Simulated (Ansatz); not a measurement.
**A cut through the energy surface**

C2H5Te (SMILES C[CH+][TeH]) (charge +1), closed shell, at its PBE0-D4/def2-TZVP minimum:

| atom | x (Å) | y (Å) | z (Å) |
| --- | --- | --- | --- |
| C1 | -0.0856 | 1.0864 | -0.2432 |
| C2 | -0.1588 | -0.3447 | 0.0080 |
| Te3 | 1.2957 | -1.4427 | 0.7581 |
| H4 | -0.9074 | 1.5779 | 0.2997 |
| H5 | -0.3213 | 1.2674 | -1.3029 |
| H6 | 0.8622 | 1.5566 | 0.0126 |
| H7 | -1.0866 | -0.8596 | -0.2334 |
| H8 | 0.4018 | -2.8413 | 0.7010 |

The angle C1–C2–H7 (118.0° at the minimum) is set to the values below, C1, with anything bonded beyond it, turning rigidly in the plane of the angle. Each method's energies count from its own value at the PBE0-D4 minimum structure. Program: Ansatz 0.2.0. Basis: def2-TZVPP. Cores are frozen in the correlated methods. Filled d shells of the heavier atoms are correlated. Core potentials replace the inner electrons of the atoms past krypton. The def2 sets are not built for correlating such inner shells, so the correlated values are less sure here. B3LYP uses VWN-RPA correlation.

```
angle (°)  CCSD(T) (kJ/mol)  MP2 (kJ/mol)  PBE0-D4 (kJ/mol)
    100.0              33.5          35.2              31.8
    104.5              19.2          20.4              18.0
    109.0               8.9           9.7               8.1
    113.5               2.5           2.8               2.1
    118.0               0.0           0.0               0.0
    122.5               1.6           1.3               2.0
    127.0               7.4           6.9               8.2
    131.5              17.9          17.1              18.9
    136.0              33.6          32.7              34.8
```

Minimum and curvature along this coordinate at CCSD(T): A fifth-order fit through the nearest points gives 118.5°, with a curvature of about 2.1 meV/deg².

Largest difference from the CCSD(T) curve over the scan: PBE-D4 2.5; r2SCAN-D4 2.1; B3LYP-D4 3.6; wB97M-V 2.0 kJ/mol. Each curve counts from its own value at the minimum.

T1 diagnostic: at most 0.025. The restricted Hartree–Fock reference is unstable towards an unrestricted one at one or more of these structures.

For scale, one of the runs: CCSD(T)/def2-TZVPP, 182 basis functions, launched by `ansatz run in.yaml --threads 2 --pin off --events-out ev --progress --plain --max-ram 4352MiB`. The run took 60 s on 2 CPU threads of an Intel Xeon Platinum 8259CL (shared host), with 2.1 GiB of host memory at its peak.
